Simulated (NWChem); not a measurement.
Molecule: GeH₃O₃F; SMILES [OH][Ge]([OH])([OH])[F]

```xyz
8

O     -0.9111     1.1211    -1.0167
Ge     0.0076    -0.0112    -0.0065
O     -1.1514    -0.9455     0.9486
O      1.0519    -1.1442    -0.8693
F      1.0603     0.9615     0.9698
H     -0.3701     1.9008    -1.2238
H     -1.9626    -0.4246     1.0704
H      0.6321    -2.0205    -0.8681
```
Atoms are numbered in this order, from 1.

All runs: NWChem. Pople sets run with spherical d functions. Medium grid unless said otherwise, to which SCAN and Minnesota functionals are sensitive. Geometry: optimised at B3LYP/6-31G* (spherical d).

Task: Order these by “dipole (D)”, lowest first: PBE/6-31G*; M05-2X/6-31G*; LC-wPBE (HJS exchange hole, range parameter 0.4 per bohr)/6-31G*.

Result: PBE/6-31G* (1.67), LC-wPBE (HJS exchange hole, range parameter 0.4 per bohr)/6-31G* (1.74), M05-2X/6-31G* (1.79)
